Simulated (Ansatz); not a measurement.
Born–Oppenheimer molecular dynamics of ClF2H2NTi (7 atoms, charge 0, multiplicity 1). It starts from a relaxed structure.

The calculation used Ansatz 0.2.0, RKS r2SCAN-D4/def2-SVP.

```yaml
ensemble: NVT, Langevin thermostat
time_step: 0.5 fs
steps_asked: 150
set_temperature: 300 K
friction: 0.02 /fs
seed: 880115
```

Frames 0.5 fs apart, positions in Å, forces in eV/Å.

Velocities at 65 fs (Å/ps):

```
Ti -2.12 -2.97 0.49
Cl -0.88 -2.25 0.49
F 2.94 -0.49 -4.34
F 3.56 -2.06 -0.56
N 1.12 -5.80 -0.91
H 21.69 12.79 -22.11
H -1.44 0.02 0.24
```

```xyz
7
Properties=species:S:1:pos:R:3:forces:R:3 time_fs=65 energy_less_start_eV=0.243 T=192
Ti -0.095 -0.001 -0.055 2.79 -2.95 0.33
Cl 0.350 -0.195 2.104 -0.07 0.01 0.04
F 1.418 -0.044 -0.960 -0.54 0.19 0.15
F -1.074 1.310 -0.272 -2.05 3.13 -0.44
N -1.080 -1.421 -0.661 -1.20 -1.17 -0.24
H -2.055 -1.702 -0.424 0.70 0.60 0.02
H -0.773 -2.132 -1.334 0.37 0.19 0.13
7
Properties=species:S:1:pos:R:3:forces:R:3 time_fs=65.5 energy_less_start_eV=0.239 T=194
Ti -0.096 -0.002 -0.054 2.91 -2.98 0.28
Cl 0.349 -0.196 2.105 -0.07 0.01 0.03
F 1.419 -0.044 -0.962 -0.62 0.19 0.21
F -1.072 1.310 -0.272 -2.07 3.14 -0.45
N -1.079 -1.424 -0.661 -0.67 -0.92 -0.31
H -2.043 -1.695 -0.435 0.10 0.44 0.18
H -0.774 -2.131 -1.334 0.43 0.11 0.05
7
Properties=species:S:1:pos:R:3:forces:R:3 time_fs=66 energy_less_start_eV=0.243 T=191
Ti -0.097 -0.004 -0.054 3.00 -2.97 0.23
Cl 0.349 -0.198 2.105 -0.07 0.01 0.03
F 1.420 -0.045 -0.964 -0.70 0.18 0.26
F -1.071 1.309 -0.272 -2.07 3.14 -0.45
N -1.079 -1.426 -0.662 -0.03 -0.66 -0.41
H -2.030 -1.688 -0.446 -0.60 0.25 0.36
H -0.774 -2.131 -1.333 0.48 0.04 -0.02
7
Properties=species:S:1:pos:R:3:forces:R:3 time_fs=66.5 energy_less_start_eV=0.256 T=196
Ti -0.098 -0.006 -0.053 3.07 -2.95 0.17
Cl 0.349 -0.199 2.106 -0.07 0.01 0.03
F 1.421 -0.045 -0.967 -0.77 0.18 0.31
F -1.069 1.309 -0.272 -2.06 3.11 -0.44
N -1.080 -1.428 -0.663 0.65 -0.43 -0.53
H -2.019 -1.680 -0.457 -1.33 0.07 0.52
H -0.773 -2.131 -1.333 0.51 0.01 -0.06
7
Properties=species:S:1:pos:R:3:forces:R:3 time_fs=67 energy_less_start_eV=0.271 T=166
Ti -0.099 -0.008 -0.052 3.12 -2.91 0.10
Cl 0.349 -0.200 2.106 -0.07 0.01 0.03
F 1.423 -0.045 -0.969 -0.84 0.18 0.36
F -1.068 1.310 -0.272 -2.03 3.06 -0.44
N -1.080 -1.431 -0.664 1.21 -0.24 -0.62
H -2.012 -1.671 -0.467 -1.90 -0.07 0.63
H -0.772 -2.132 -1.333 0.53 -0.02 -0.08
7
Properties=species:S:1:pos:R:3:forces:R:3 time_fs=67.5 energy_less_start_eV=0.273 T=138
Ti -0.099 -0.010 -0.052 3.15 -2.84 0.04
Cl 0.349 -0.202 2.106 -0.07 0.01 0.04
F 1.424 -0.045 -0.971 -0.91 0.17 0.41
F -1.067 1.310 -0.271 -1.99 3.00 -0.42
N -1.079 -1.433 -0.665 1.45 -0.19 -0.67
H -2.010 -1.663 -0.474 -2.13 -0.13 0.66
H -0.770 -2.133 -1.335 0.51 -0.01 -0.05
7
Properties=species:S:1:pos:R:3:forces:R:3 time_fs=68 energy_less_start_eV=0.259 T=186
Ti -0.100 -0.012 -0.051 3.16 -2.73 -0.03
Cl 0.349 -0.203 2.106 -0.07 0.00 0.04
F 1.425 -0.045 -0.974 -0.97 0.16 0.45
F -1.067 1.312 -0.271 -1.93 2.90 -0.41
N -1.078 -1.435 -0.665 1.36 -0.27 -0.68
H -2.015 -1.656 -0.479 -2.01 -0.11 0.60
H -0.766 -2.135 -1.338 0.45 0.04 0.01
7
Properties=species:S:1:pos:R:3:forces:R:3 time_fs=68.5 energy_less_start_eV=0.234 T=219
Ti -0.100 -0.015 -0.050 3.15 -2.57 -0.09
Cl 0.348 -0.204 2.106 -0.07 0.00 0.05
F 1.426 -0.044 -0.976 -1.03 0.16 0.50
F -1.066 1.313 -0.270 -1.85 2.78 -0.39
N -1.076 -1.436 -0.666 1.05 -0.40 -0.65
H -2.023 -1.648 -0.482 -1.63 -0.05 0.49
H -0.760 -2.137 -1.340 0.37 0.09 0.09
7
Properties=species:S:1:pos:R:3:forces:R:3 time_fs=69 energy_less_start_eV=0.207 T=257
Ti -0.100 -0.017 -0.050 3.14 -2.40 -0.15
Cl 0.348 -0.205 2.106 -0.07 -0.01 0.06
F 1.427 -0.044 -0.979 -1.08 0.15 0.54
F -1.066 1.315 -0.270 -1.76 2.65 -0.37
N -1.074 -1.438 -0.666 0.59 -0.60 -0.64
H -2.035 -1.640 -0.485 -1.08 0.03 0.35
H -0.752 -2.140 -1.342 0.26 0.19 0.21
7
Properties=species:S:1:pos:R:3:forces:R:3 time_fs=69.5 energy_less_start_eV=0.184 T=277
Ti -0.100 -0.020 -0.050 3.10 -2.21 -0.20
Cl 0.348 -0.206 2.106 -0.06 -0.02 0.07
F 1.428 -0.043 -0.981 -1.12 0.13 0.57
F -1.066 1.317 -0.269 -1.66 2.50 -0.35
N -1.072 -1.440 -0.667 0.05 -0.80 -0.61
H -2.049 -1.632 -0.487 -0.44 0.11 0.18
H -0.743 -2.144 -1.343 0.14 0.28 0.33
7
Properties=species:S:1:pos:R:3:forces:R:3 time_fs=70 energy_less_start_eV=0.170 T=307
Ti -0.100 -0.023 -0.050 3.04 -2.00 -0.25
Cl 0.347 -0.207 2.106 -0.06 -0.02 0.07
F 1.429 -0.043 -0.984 -1.16 0.12 0.60
F -1.065 1.320 -0.268 -1.55 2.33 -0.32
N -1.070 -1.442 -0.667 -0.54 -0.94 -0.54
H -2.064 -1.622 -0.488 0.22 0.18 0.03
H -0.735 -2.147 -1.343 0.03 0.33 0.40
7
Properties=species:S:1:pos:R:3:forces:R:3 time_fs=70.5 energy_less_start_eV=0.166 T=288
Ti -0.100 -0.026 -0.049 2.97 -1.78 -0.30
Cl 0.347 -0.209 2.106 -0.05 -0.03 0.09
F 1.430 -0.043 -0.986 -1.19 0.11 0.63
F -1.065 1.323 -0.267 -1.44 2.15 -0.30
N -1.067 -1.444 -0.667 -1.04 -1.01 -0.45
H -2.079 -1.611 -0.490 0.79 0.21 -0.11
H -0.727 -2.148 -1.343 -0.05 0.34 0.44
```

Of the whole run (75 fs, mean temperature of the second half 233 K): The mean temperature of the second half is 22 % below the set value. A run of 0.075 ps of so small a system gives no equilibrium averages.

The run took 12 min on 2 threads of Arm Neoverse V1, on a shared host, peak memory 0.22 GiB.
